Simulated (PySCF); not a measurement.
# `C(F)(F)OC=C1CC1`, C$_{5}$H$_{6}$F$_{2}$O

Geometry:
| atom | x (Å) | y (Å) | z (Å) |
| --- | --- | --- | --- |
| F1 | 3.099 | 1.274 | 0.379 |
| C2 | 1.948 | 0.700 | 0.005 |
| F3 | 2.243 | -0.059 | -1.084 |
| O4 | 1.498 | -0.048 | 1.031 |
| C5 | 0.188 | -0.510 | 0.950 |
| C6 | -0.639 | -0.354 | -0.051 |
| C7 | -1.970 | -0.645 | -0.592 |
| C8 | -0.954 | 0.132 | -1.400 |
| H9 | 1.249 | 1.489 | -0.330 |
| H10 | -0.054 | -1.042 | 1.857 |
| H11 | -2.820 | -0.115 | -0.186 |
| H12 | -2.192 | -1.661 | -0.882 |
| H13 | -0.476 | -0.351 | -2.241 |
| H14 | -1.120 | 1.190 | -1.548 |

Method used: GIAO PBE/pcSseg-1 magnetisability, rotational g tensor and spin-rotation constants, non-relativistic, gas phase (PySCF). Geometry: GFN2-xTB.

Q: How diamagnetic is it, and how anisotropic?

A: Isotropic -1102 × 10⁻³⁰ J/T², or -66.3 × 10⁻⁶ cm³/mol; principal values -1261, -1047, -997 × 10⁻³⁰ J/T², anisotropy 244 × 10⁻³⁰ J/T² (root of half the summed squared differences of the principal values). The susceptibility is in cgs units.

Q: Split it along the inertial axes a, b, c into diamagnetic and paramagnetic parts about the centre of mass, with the quadrupole moment.

A: 
| axis | χ (10⁻⁶ cm³/mol) | diamagnetic (10⁻⁶ cm³/mol) | paramagnetic (10⁻⁶ cm³/mol) | summed x² of all electrons (Å²) | quadrupole Θ (D Å) |
| --- | --- | --- | --- | --- | --- |
| a | -63.0 | -336.5 | 273.5 | 215.4 | -2.03 |
| b | -61.4 | -1012.5 | 951.1 | 56.1 | +0.92 |
| c | -74.6 | -1152.0 | 1077.4 | 23.2 | +1.11 |

Anisotropies 2χaa − χbb − χcc = +10.0 and 2χbb − χaa − χcc = +14.8 × 10⁻⁶ cm³/mol. Θ is traceless in Buckingham's convention.

Q: And the rotational g tensor?

A: 
```csv
axis,rotational constant (GHz),g,nuclear part,electronic part
a,4.7111,-0.0365,0.5688,-0.6054
b,1.2330,-0.0115,0.5394,-0.5509
c,1.0739,-0.0034,0.5401,-0.5435
```
Asymmetric top; isotopes 12C, 19F, 1H, 16O; no vibrational averaging.
